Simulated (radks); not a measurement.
Values are calculated unless marked as measured or tabulated.
Hf14+, configuration [Kr] 4d10 4f11 5s1.

Code: a radial shooting solver on a logarithmic mesh with Libxc functionals. Model: scalar-relativistic Kohn-Sham, r2SCAN, spin-polarised, spherical densities, finite nucleus; open shells are filled with parallel spins first (spin-orbit coupling, left out, can overturn this in heavy ions); meta-GGA in the generalised Kohn-Sham scheme; Fermi nuclear charge, rms radius 5.347 fm.

Energy parts (Ry):
total: -30022.7894
kinetic: 32898.3576
electron-nucleus: -72791.4173
Hartree: 10465.4988
exchange-correlation: -595.2284

Orbitals (lengths in bohr, moments of r in powers of bohr; <r^-3> diverges for s and p1/2; r(max) is where P^2 peaks; r(90%) holds 90 % of the orbital's charge):
| orbital | occ. | eigenvalue (Ry) | r(max) | <1/r> | <r^-3> | r(90%) |
|---|---|---|---|---|---|---|
| 1s up | 1 | -4825.549 | 0.01190 | 83.78 | - | 0.0345 |
| 1s down | 1 | -4825.536 | 0.01190 | 83.78 | - | 0.0345 |
| 2s up | 1 | -845.2116 | 0.06804 | 19.58 | - | 0.125 |
| 2s down | 1 | -845.2032 | 0.06804 | 19.58 | - | 0.125 |
| 2p up | 3 | -744.6692 | 0.05567 | 17.85 | 17790 | 0.117 |
| 2p down | 3 | -744.6597 | 0.05567 | 17.85 | 17790 | 0.117 |
| 3s up | 1 | -210.1190 | 0.1919 | 7.255 | - | 0.306 |
| 3s down | 1 | -209.9244 | 0.1919 | 7.260 | - | 0.305 |
| 3p up | 3 | -179.9303 | 0.1896 | 6.721 | 3936 | 0.312 |
| 3p down | 3 | -179.7344 | 0.1896 | 6.726 | 3942 | 0.311 |
| 3d up | 5 | -144.1283 | 0.1548 | 6.349 | 509.8 | 0.293 |
| 3d down | 5 | -143.9762 | 0.1547 | 6.353 | 510.6 | 0.293 |
| 4s up | 1 | -59.74234 | 0.4363 | 3.086 | - | 0.666 |
| 4s down | 1 | -59.37591 | 0.4364 | 3.082 | - | 0.666 |
| 4p up | 3 | -49.69980 | 0.4563 | 2.823 | 918.9 | 0.713 |
| 4p down | 3 | -49.34027 | 0.4564 | 2.820 | 916.1 | 0.712 |
| 4d up | 5 | -36.63764 | 0.4673 | 2.530 | 103.6 | 0.777 |
| 4d down | 5 | -36.27067 | 0.4675 | 2.528 | 103.4 | 0.776 |
| 5s up | 1 | -23.23146 | 0.9362 | 1.390 | - | 1.37 |
| 5s down | 0 | -22.79835 | 0.9380 | 1.383 | - | 1.38 |
| 4f up | 7 | -22.02592 | 0.4390 | 2.139 | 19.15 | 0.902 |
| 4f down | 4 | -21.63524 | 0.4396 | 2.138 | 19.15 | 0.903 |
| 5p up | 0 | -20.04283 | 1.016 | 1.263 | 219.0 | 1.49 |
| 5p down | 0 | -19.65595 | 1.021 | 1.250 | 213.7 | 1.51 |
| 6s up | 0 | -12.45536 | 1.747 | 0.7882 | - | 2.38 |
| 6s down | 0 | -12.36382 | 1.755 | 0.7845 | - | 2.40 |

The highest occupied level is 4f down at -294.36 eV. The configuration is held as typed, so some empty levels lie below it. The density falls to 0.001 e/bohr^3 at r = 1.91 bohr. For comparison, the ionisation energy in NIST's Atomic Spectra Database is 334 eV (theoretical). In exact Kohn-Sham theory the highest level is minus the ionisation energy, but local and semilocal functionals leave it too shallow, through self-interaction and a potential that decays too fast; potentials with the right tail come closer. The spin density at the nucleus is 964.8 e/bohr^3 (1s 4.9, 2s 1.0, 3s -20.5, 4s 13.0, 5s 966.3). The electron density at the nucleus is 1.281e+06 e/bohr^3 (large components only). Spin moment in Bohr magnetons: 4.
